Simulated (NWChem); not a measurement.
**Polarisability of arsine (H3As)**

SMILES: [AsH3]
```xyz
4

As     0.0010     0.0726     0.0000
H     -0.6465    -0.7900     1.1000
H     -0.6465    -0.7900    -1.1000
H      1.2585    -0.8174     0.0000
```
Charge 0, spin multiplicity 1.

Program: NWChem. All single points use one geometry, from PBE/def2-SVP, a minimum by its harmonic frequencies.

Basis set: aug-cc-pVDZ. Static limit.

| method | isotropic polarisability (bohr³) | difference from CCSD linear response |
|---|---|---|
| BHandHLYP | 35.28 | -0.53 |
| PBE | 36.58 | +0.77 |
| B3LYP | 35.98 | +0.17 |
| HF | 35.03 | -0.78 |
| CCSD linear response | 35.81 | 0.00 |

The values span 1.55 bohr³, from HF (lowest) to PBE (highest). 

The Hamiltonian is non-relativistic. The correlated methods keep 9 core orbitals frozen. B3LYP has NWChem's definition, with VWN1-RPA local correlation. No row is a measurement; the coupled-cluster row has its own basis-set and correlation limits.
